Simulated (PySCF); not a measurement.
How the method changes the constants of SbP⁺

State: ²Π (doublet), unpaired electrons π ↑. Set-up: PySCF, scalar-relativistic core potentials, basis sets Sb cc-pVDZ-PP with ECP28, P cc-pV(D+d)Z. De refers to Sb⁺ + P in their high-spin ground configurations, without counterpoise correction. The functionals are run spin-unrestricted. A positive dipole points towards P; it is taken about the centre of mass and depends on that origin. Levels whose curve was spin-contaminated or gave no clean fit are not listed.

| Level | Re (Å) | ωe (cm⁻¹) | De (eV) | μ (D) |
| --- | --- | --- | --- | --- |
| UHF-CCSD | 2.322 | 442 | 2.25 | n/a |
| UHF-CCSD(T) | 2.342 | 420 | 2.53 | n/a |
| PBE | 2.328 | 437 | 3.61 | 0.82 |
| revPBE | 2.333 | 434 | 3.36 | 0.77 |
| r²SCAN | 2.304 | 457 | 3.21 | 0.76 |
| M06 | 2.305 | 461 | 3.72 | 0.33 |

Which functional lies closest to UHF-CCSD(T) in De, which farthest, and by how much do they differ from it?

Closest is r²SCAN (-3.8 pm in Re, +8.8 % in ωe, +0.68 eV in De against UHF-CCSD(T) in the same basis), farthest M06 (-3.7 pm in Re, +9.8 % in ωe, +1.19 eV in De). CCSD(T) converges more slowly with the basis than the functionals do and binds too weakly in this one, so the order can change at the basis-set limit.

What does the step from GGA to meta-GGA do here, going from PBE to r²SCAN?

r²SCAN less PBE: -2.4 pm in Re, +4.6 % in ωe, -0.40 eV in De. 

What does the triples do here, going from UHF-CCSD to UHF-CCSD(T)?

UHF-CCSD(T) less UHF-CCSD: +2.0 pm in Re, -5.0 % in ωe, +0.28 eV in De. Correlation nearly always deepens the well. The bond lengthens, as in strong covalent bonds, where excitations into antibonding orbitals dominate.

Correlated steps freeze 9 core orbitals. Correlated levels converge slowly with the basis: in double zeta they bind strong bonds too weakly, by up to about 1 eV, and carry superposition errors of some tenths. These are scalar-relativistic numbers at best; spin–orbit coupling would shift them, the dissociation energy most. For an ion De counts to the pair picked by the measured ionisation energies or electron affinities, which need not be the lowest pair at this level. The state is the lowest determinant that a PBE0 search found; another state may lie lower at other levels.
